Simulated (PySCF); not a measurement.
**Bond length, frequency and bond energy of InI⁺ by level of theory**

State: ²Π (doublet), unpaired electrons π ↑. Set-up: In def2-SVP with ECP28, I def2-SVP with ECP28; scalar-relativistic core potentials (PySCF 2.14). De refers to In⁺ + I in their high-spin ground configurations, without counterpoise correction. The functionals are run spin-unrestricted. A positive dipole points towards I; it is taken about the centre of mass and depends on that origin.

```
      Level  Re (Å)  ωe (cm⁻¹)  De (eV)  μ (D)
        UHF   3.703       48.3    0.219  -6.92
    UHF-MP2   3.451       67.1    0.349    n/a
UHF-SCS-MP2   3.492       63.5    0.322    n/a
   UHF-CCSD   3.472       64.8    0.332    n/a
UHF-CCSD(T)   3.443       67.9    0.354    n/a
        PBE   3.340       82.1     0.54  -4.38
       BP86   3.343       81.8     0.50  -4.42
     r²SCAN   3.323       82.9    0.492  -4.44
    r²SCANh   3.330       81.5    0.471  -4.57
       PBE0   3.354       79.1    0.459  -4.77
      B97-3   3.457       68.3    0.370  -5.36
```

Question: Which functional lies closest to UHF-CCSD(T) in De, which farthest, and by how much do they differ from it?

Answer: Closest is B97-3 (+1.4 pm in Re, +0.6 % in ωe, +0.02 eV in De against UHF-CCSD(T) in the same basis), farthest PBE (-10.3 pm in Re, +20.9 % in ωe, +0.19 eV in De). CCSD(T) converges more slowly with the basis than the functionals do and binds too weakly in this one, so the order can change at the basis-set limit.

Question: What does a quarter of exact exchange do here, going from PBE to PBE0?

Answer: PBE0 less PBE: +1.4 pm in Re, -3.7 % in ωe, -0.08 eV in De. Exact exchange removes part of the self-interaction that spreads semilocal densities, and in most molecules shortens and stiffens the bond and lowers De; here Re and ωe go the other way.

Question: What does the triples do here, going from UHF-CCSD to UHF-CCSD(T)?

Answer: UHF-CCSD(T) less UHF-CCSD: -2.9 pm in Re, +4.8 % in ωe, +0.02 eV in De. Correlation nearly always deepens the well. The bond shortens, as in weak, metallic or heavy-atom bonds, where dispersion and the correlation of outer-core electrons pull the atoms together.

Correlated steps freeze 8 core orbitals. Correlated levels converge slowly with the basis: in double zeta they bind strong bonds too weakly, by up to about 1 eV, and carry superposition errors of some tenths. These are scalar-relativistic numbers at best; spin–orbit coupling would shift them, the dissociation energy most. For an ion De counts to the pair picked by the measured ionisation energies or electron affinities, which need not be the lowest pair at this level. The state was picked by a PBE0 search and need not be the measured ground state.
